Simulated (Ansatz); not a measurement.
C2H7NSi2, SMILES `C[SiH2][SiH]1C=N1`, relaxed with RKS PBE-D4/def2-SVP in the Gaussian-basis code of Ansatz from a rough embedded geometry. The force threshold is 0.03 eV/Å; the program also tests the step.

Total charge 0; spin multiplicity 1.

Start:

```xyz
12

C    -1.364    0.143    1.326
Si    0.351   -0.290    1.020
Si    0.693   -0.674   -1.190
C     1.337    0.639   -2.161
N     0.000    0.633   -2.213
H    -1.573    0.399    2.382
H    -2.067   -0.588    1.001
H    -1.615    1.123    0.771
H     0.682   -1.494    1.861
H     1.273    0.776    1.544
H     0.227   -1.952   -1.761
H     2.057    1.285   -2.580
```

How much energy does the relaxation release, and in how many steps? (An estimate is asked.)

The calculation gave: 13.51 kcal/mol, in 6 steps, 1 of them rejected.

Which bonds change most? (An estimate is asked.)

Ansatz gave: C1–Si2 from 1.795 to 1.894 Å; Si3–N5 from 1.798 to 1.886 Å; Si3–C4 from 1.756 to 1.828 Å; Si2–Si3 from 2.269 to 2.334 Å.

Give the relaxed structure. (An estimate is asked.)

Computed: 
```xyz
12

C    -1.467    0.202    1.421
Si    0.327   -0.306    1.090
Si    0.680   -0.664   -1.189
C     1.362    0.646   -2.267
N     0.091    0.768   -2.267
H    -1.627    0.411    2.498
H    -2.161   -0.604    1.110
H    -1.720    1.114    0.844
H     0.676   -1.575    1.826
H     1.279    0.776    1.532
H     0.408   -2.001   -1.813
H     2.150    1.232   -2.786
```
